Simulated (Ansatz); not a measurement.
`[SiH3]B1CN1` + `C=C[Si](O)(O)O` → `C=C[Si](O)(O)O[SiH3]` + `B1CN1`  (cleavage of the Si–B bond)

Gas-phase electronic energies from Ansatz, PBE0-D4/def2-TZVP geometries. CCSD(T)/CBS is the MP2 limit (def2-TZVPP, def2-QZVPP) plus CCSD(T) − MP2 in def2-TZVPP, frozen cores. This one scheme is used for every species. DFT in def2-TZVPP. B3LYP here is the variant with VWN-RPA as its local correlation; programs differ in this. One conformer a species, not always the lowest.

`[SiH3]B1CN1`:

Cartesian coordinates in Å:
```
Si -1.101 1.389 -0.430
B 0.146 -0.100 -0.011
C 0.593 -1.393 0.770
N 1.317 -0.700 -0.287
H -2.402 0.836 -0.896
H -1.358 2.192 0.797
H -0.575 2.299 -1.483
H 1.009 -1.328 1.775
H 0.181 -2.370 0.525
H 2.191 -0.825 -0.761
```

`C=C[Si](O)(O)O`:

```xyz
12

C     0.509    1.879    0.579
C    -0.445    1.107    0.066
Si   -0.239   -0.706   -0.222
O    -0.892   -1.000   -1.690
O     1.343   -1.133   -0.094
O    -1.026   -1.652    0.857
H     1.481    1.478    0.853
H     0.365    2.941    0.756
H    -1.400    1.568   -0.183
H    -1.094   -1.913   -1.900
H     1.961   -0.710   -0.691
H    -0.564   -1.858    1.670
```

`C=C[Si](O)(O)O[SiH3]`:

Cartesian coordinates in Å:
```
C -0.220 2.595 -0.475
C -0.547 1.321 -0.677
Si -0.481 0.055 0.660
O -0.055 0.702 2.103
O -1.974 -0.590 0.777
O 0.636 -1.088 0.313
Si 1.126 -2.187 -0.795
H -0.254 3.335 -1.269
H 0.089 2.952 0.504
H -0.859 1.022 -1.676
H 0.856 0.578 2.372
H -2.173 -1.121 1.550
H 2.586 -2.398 -0.629
H 0.852 -1.700 -2.173
H 0.417 -3.475 -0.585
```

`B1CN1`:

Cartesian coordinates in Å:
```
B -0.071 0.803 -0.512
C 0.599 -0.318 0.344
N -0.807 -0.224 -0.062
H -0.094 1.808 -1.136
H 1.189 -1.111 -0.116
H 0.812 -0.176 1.404
H -1.627 -0.783 0.078
```

```
             level  ΔE (kJ/mol)  difference from CCSD(T)/CBS
            PBE-D4        -82.2                         22.0
         r2SCAN-D4        -98.3                          5.9
           PBE0-D4        -90.5                         13.7
          B3LYP-D4       -106.7                         -2.5
           ωB97X-V       -103.0                          1.2
           ωB97M-V       -106.1                         -1.9
            B2PLYP       -106.5                         -2.3
               PBE        -79.6                         24.6
            r2SCAN        -97.3                          6.9
              PBE0        -88.0                         16.2
             B3LYP       -102.8                          1.4
     HF/def2-TZVPP       -127.9                        -23.7
    MP2/def2-TZVPP       -108.0                         -3.8
SCS-MP2/def2-TZVPP       -111.9                         -7.7
   CCSD/def2-TZVPP       -105.6                         -1.4
CCSD(T)/def2-TZVPP       -102.0                          2.2
     HF/def2-QZVPP       -130.8                        -26.6
    MP2/def2-QZVPP       -110.3                         -6.1
SCS-MP2/def2-QZVPP       -113.9                         -9.7
      HF/CBS(def2)       -131.3                        -27.1
     MP2/CBS(def2)       -110.2                         -6.0
    CCSD/CBS(def2)       -107.9                         -3.7
       CCSD(T)/CBS       -104.2                            0
```

Largest T1 diagnostic among the species: 0.014.

In def2-TZVPP, CCSD(T) changes the Hartree–Fock value by +25.9 kJ/mol (the triples alone add +3.7 kJ/mol) and MP2 by +19.9 kJ/mol. The D4 term adds −3.9 kJ/mol with B3LYP and −2.5 kJ/mol with PBE0; it sums over pairs of atoms, weighted by their polarisabilities, and B3LYP, whose exchange is more repulsive, gets the larger term.
